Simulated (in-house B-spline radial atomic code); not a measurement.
Radial electron density of Sr IV (Sr3+), [Ar] 3d10 4s2 4p4 4d1. Method: non-relativistic B3LYP, spherical fractional occupations, point nucleus, inside a hard spherical wall at 1.31 bohr. Calculated with a B-spline radial code for spherical atoms.

Caution: exact exchange at fractional occupations of open shells leaves self-interaction of up to several eV.

Columns: r (bohr), 4πr²n(r) (electrons per bohr), bar.

```
 0.00169    1.207 #
 0.00199    1.636 #
 0.00235     2.22 ##
 0.00278    3.006 ##
 0.00328    4.029 ###
 0.00388    5.387 ####
 0.00458    7.117 #####
 0.00541    9.324 #######
 0.00638    12.05 #########
 0.00754    15.41 ############
  0.0089    19.37 ###############
  0.0105    23.89 ##################
  0.0124    28.88 ######################
  0.0147    34.15 ##########################
  0.0173    38.97 ##############################
  0.0205     43.2 #################################
  0.0242       46 ###################################
  0.0285    47.05 ####################################
  0.0337    46.24 ###################################
  0.0398    43.99 #################################
   0.047    41.36 ###############################
  0.0555    39.84 ##############################
  0.0656    40.86 ###############################
  0.0774    44.89 ##################################
  0.0914    50.93 #######################################
   0.108    56.35 ###########################################
   0.128    57.94 ############################################
   0.151    53.96 #########################################
   0.178    45.93 ###################################
    0.21    38.03 #############################
   0.248     34.9 ###########################
   0.293    37.89 #############################
   0.346    43.15 #################################
   0.409    44.46 ##################################
   0.483    38.75 #############################
    0.57    29.37 ######################
   0.673    22.82 #################
   0.795    21.56 ################
   0.939    19.27 ###############
    1.11    8.679 #######
     1.3  0.02562
```

On this grid the curve has 3 maxima, near 0.0285, 0.128, 0.409 bohr.

The 4p radial function P(r) = rR(r), positive near the nucleus:

| r (bohr) | P |
| --- | --- |
| 0.00199 | 0.001898 |
| 0.00278 | 0.003648 |
| 0.00388 | 0.00696 |
| 0.00541 | 0.01314 |
| 0.00754 | 0.02451 |
| 0.0105 | 0.04493 |
| 0.0147 | 0.08127 |
| 0.0205 | 0.1414 |
| 0.0285 | 0.2343 |
| 0.0398 | 0.3668 |
| 0.0555 | 0.5221 |
| 0.0774 | 0.6442 |
| 0.108 | 0.6199 |
| 0.151 | 0.3118 |
| 0.21 | -0.2843 |
| 0.293 | -0.8923 |
| 0.409 | -0.9322 |
| 0.57 | -0.04232 |
| 0.795 | 1.206 |
| 1.11 | 1.036 |
